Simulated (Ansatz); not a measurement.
`C[CH]([SiH3])[AlH][F]` + orthosilicic acid → `O[Si](O)(O)[O][AlH][F]` + `CC[SiH3]`  (ligand exchange at the Al–C bond)

Gas-phase electronic energies from Ansatz, PBE0-D4/def2-TZVP geometries. CBS: MP2 limit from def2 TZ/QZ plus the TZ coupled-cluster correction, frozen cores. This one scheme is used for every species. DFT in def2-TZVPP. Each species was taken in one conformer, which may not be the lowest.

```
                 species  PBE0 energy (Eh)
 `C[CH]([SiH3])[AlH][F]`        -712.51708
          `O[Si](O)(O)O`        -592.72972
`O[Si](O)(O)[O][AlH][F]`        -934.97766
              `CC[SiH3]`        -370.32627
```

Work out ΔE.

ΔE = (-934.97766) + (-370.32627) − (-712.51708) − (-592.72972) = -0.05713 Eh = -35.8 kcal/mol. CCSD(T)/CBS gives -37.8 kcal/mol.

Largest T1 diagnostic among the species: 0.012.

In def2-TZVPP, CCSD(T) changes the Hartree–Fock value by +5.3 kcal/mol (the triples alone add +0.9 kcal/mol) and MP2 by +5.2 kcal/mol. Leaving LDA and LC-ωPBE aside and taking each functional with its dispersion term where it has one, the values, not all of them listed here, spread over 5.9 kcal/mol, from BHLYP-D4 to PBE-D4. LDA lies +1.0 kcal/mol from PBE without D4.
